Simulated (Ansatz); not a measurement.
`[NH2][SnH2][Cl]`, charge 0, multiplicity 1.

Give a relaxed structure at PBE0-D4/def2-TZVP (Ansatz). (An estimate is asked.)

The calculation gave: 
Cartesian coordinates in Å:
```
N -0.8694 -0.6914 0.6451
Sn 0.5008 0.4039 -0.3204
Cl 0.2473 -0.0671 -2.5938
H -0.5181 -1.4189 1.2495
H -1.6036 -0.1816 1.1131
H 2.0735 -0.1094 0.0724
H 0.1695 2.0645 -0.1658
```
Point group Cs.
